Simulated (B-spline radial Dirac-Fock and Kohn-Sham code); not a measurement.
**What relativity does to the binding energies of Cr³⁺**

System: the Cr³⁺ ion, configuration [Ar] 3d3.

Both columns are ΔSCF binding energies of the configuration average from a radial B-spline solver: non-relativistic Hartree-Fock with a point nucleus, and Dirac-Fock with a finite nucleus and the Coulomb interaction alone, averaged over the two j levels with weights 2j+1.

```
shell  Hartree-Fock (eV)  Dirac-Fock (eV)  shift (eV)  shift (%)
   1s             6003.6           6050.2      +46.63      +0.78
   2s              743.0            752.4       +9.40      +1.27
   2p              630.7            632.1       +1.40      +0.22
   3s              128.0            129.4       +1.45      +1.14
   3p              93.77            94.00       +0.23      +0.24
   3d              47.02            46.75       -0.26      -0.56
```

Relativity binds 1s, 2s, 2p, 3s, 3p more strongly, among those listed most of all 2s in relative terms, and 3d more weakly, because the contracted s and p shells screen the nucleus better.

Values without a named source are computed, but for edge energies of neutral atoms, which are taken from tables.
